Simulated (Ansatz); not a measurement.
Method: B3LYP-D3(BJ)/def2-TZVP in Ansatz (a program for electronic structure). No frequencies were computed at this level.

Ansatz 0.2 input:
```yaml
crystal:
  periodic: [false, false, false]
  atoms:
    - { symbol: N, position_ang: [1.38482, -0.088476, -0.075631] }
    - { symbol: B, position_ang: [0.012654, 0.227412, -0.103659] }
    - { symbol: N, position_ang: [-0.948939, -0.689474, 0.390737] }
    - { symbol: O, position_ang: [-0.34869, 1.446125, -0.624081] }
    - { symbol: H, position_ang: [1.758698, -0.946965, 0.279083] }
    - { symbol: H, position_ang: [2.074429, 0.550176, -0.421968] }
    - { symbol: H, position_ang: [-0.705012, -1.582122, 0.775132] }
    - { symbol: H, position_ang: [-1.937047, -0.51615, 0.393442] }
    - { symbol: H, position_ang: [-1.290912, 1.599475, -0.613056] }
basis:
  gaussian: { orbitals: def2-tzvp }
hamiltonian:
  xc: b3lyp
  dispersion: d3bj
relax:
  max_steps: 150
```

Output:

```
Functional definition: B3LYP
850 factors; their error is unknown
mean field evaluation 1: about -5775.7198 eV, gradient 9.5e1 eV
mean field evaluation 2: about -5757.8562 eV, gradient 1.3e2 eV
mean field evaluation 4: about -5791.2062 eV, gradient 6.5e0 eV
mean field evaluation 8: about -5791.2813 eV, gradient 2.3e-2 eV
mean field evaluation 16: about -5791.2866 eV, gradient 7.0e-5 eV
mean field -5791.28656661 eV, -212.8258558478 hartree, gradient 7.0e-5 eV, S^2 0.000000; 0 other end points of the search recorded, 0 dependent functions left out
reference -5791.28679520 eV, -212.8258642486 hartree; 16, 16 occupied and 138, 138 virtual orbitals, 850 factors
relax step   1: F+E_penalty+E_count = -5791.50703078 eV  Δ(F+E_penalty+E_count) = +0.000e0 eV  max|allowed force component| = 3.982e-1 eV/Å  Δτ_max = 0.0000 Å  (27 SCF iters, accepted)
these checks for a lower state are left out or cut short: starts, cluster_reference, orbital_swaps, neighbouring_geometries, increment
850 factors; their error is unknown
mean field -5791.29671785 eV, -212.8262288991 hartree, gradient 1.9e-5 eV, S^2 0.000000; 0 other end points of the search recorded, 0 dependent functions left out
reference -5791.29694706 eV, -212.8262373224 hartree; 16, 16 occupied and 138, 138 virtual orbitals, 850 factors
relax step   2: F+E_penalty+E_count = -5791.51633911 eV  Δ(F+E_penalty+E_count) = -9.308e-3 eV  max|allowed force component| = 1.746e-1 eV/Å  Δτ_max = 0.0152 Å  (31 SCF iters, accepted)
these checks for a lower state are left out or cut short: starts, cluster_reference, orbital_swaps, neighbouring_geometries, increment
850 factors; their error is unknown
mean field -5791.29870760 eV, -212.8263020212 hartree, gradient 1.9e-5 eV, S^2 0.000000; 0 other end points of the search recorded, 0 dependent functions left out
reference -5791.29893714 eV, -212.8263104563 hartree; 16, 16 occupied and 138, 138 virtual orbitals, 850 factors
relax step   3: F+E_penalty+E_count = -5791.51789674 eV  Δ(F+E_penalty+E_count) = -1.558e-3 eV  max|allowed force component| = 2.817e-2 eV/Å  Δτ_max = 0.0096 Å  (31 SCF iters, accepted)
these checks for a lower state are left out or cut short: starts, cluster_reference, orbital_swaps, neighbouring_geometries, increment
850 factors; their error is unknown
mean field evaluation 32: about -5791.2900 eV, gradient 3.7e-1 eV
mean field -5791.29880825 eV, -212.8263057199 hartree, gradient 1.9e-5 eV, S^2 0.000000; 0 other end points of the search recorded, 0 dependent functions left out
reference -5791.29903779 eV, -212.8263141554 hartree; 16, 16 occupied and 138, 138 virtual orbitals, 850 factors
relax step   4: F+E_penalty+E_count = -5791.51797901 eV  Δ(F+E_penalty+E_count) = -8.226e-5 eV  max|allowed force component| = 1.343e-2 eV/Å  Δτ_max = 0.0027 Å  (31 SCF iters, accepted)
these checks for a lower state are left out or cut short: starts, cluster_reference, orbital_swaps, neighbouring_geometries, increment
850 factors; their error is unknown
mean field -5791.29883954 eV, -212.8263068697 hartree, gradient 1.9e-5 eV, S^2 0.000000; 0 other end points of the search recorded, 0 dependent functions left out
reference -5791.29906908 eV, -212.8263153051 hartree; 16, 16 occupied and 138, 138 virtual orbitals, 850 factors
relax step   5: F+E_penalty+E_count = -5791.51800696 eV  Δ(F+E_penalty+E_count) = -2.796e-5 eV  max|allowed force component| = 2.005e-2 eV/Å  Δτ_max = 0.0035 Å  (31 SCF iters, accepted)
these checks for a lower state are left out or cut short: starts, cluster_reference, orbital_swaps, neighbouring_geometries, increment
850 factors; their error is unknown
mean field -5791.29884963 eV, -212.8263072404 hartree, gradient 1.9e-5 eV, S^2 0.000000; 0 other end points of the search recorded, 0 dependent functions left out
reference -5791.29907916 eV, -212.8263156756 hartree; 16, 16 occupied and 138, 138 virtual orbitals, 850 factors
relax step   6: F+E_penalty+E_count = -5791.51801835 eV  Δ(F+E_penalty+E_count) = -1.139e-5 eV  max|allowed force component| = 2.296e-4 eV/Å  Δτ_max = 0.0012 Å  (31 SCF iters, accepted)
850 factors; their error is unknown
mean field evaluation 64: about -5791.2893 eV, gradient 5.9e-1 eV
mean field -5791.29884963 eV, -212.8263072404 hartree, gradient 1.9e-5 eV, S^2 0.000000; 1 other end points of the search recorded, 0 dependent functions left out
reference -5791.29907916 eV, -212.8263156756 hartree; 16, 16 occupied and 138, 138 virtual orbitals, 850 factors
Total energy: -5791.51824788 eV, -212.8343699775 hartree
Atom 0 at     1.396724    -0.087214    -0.077318 Å, force     0.000110    -0.000230     0.000010 eV/Å
Atom 1 at     0.011255     0.213554    -0.097322 Å, force    -0.000023     0.000033    -0.000210 eV/Å
Atom 2 at    -0.963035    -0.701602     0.397684 Å, force    -0.000072    -0.000071     0.000090 eV/Å
Atom 3 at    -0.342813     1.447106    -0.624974 Å, force     0.000033     0.000064     0.000057 eV/Å
Atom 4 at     1.786411    -0.941274     0.274654 Å, force    -0.000015    -0.000009     0.000113 eV/Å
Atom 5 at     2.074505     0.564681    -0.428561 Å, force    -0.000076     0.000131    -0.000015 eV/Å
Atom 6 at    -0.727318    -1.598088     0.783196 Å, force     0.000087     0.000075    -0.000096 eV/Å
Atom 7 at    -1.949824    -0.518737     0.396467 Å, force    -0.000025     0.000032     0.000056 eV/Å
Atom 8 at    -1.285906     1.621575    -0.623828 Å, force    -0.000020    -0.000025    -0.000006 eV/Å
Dipole moment:    -0.204025    -0.291132     0.148258 e Å
```

Cost: very roughly 40 core-seconds.
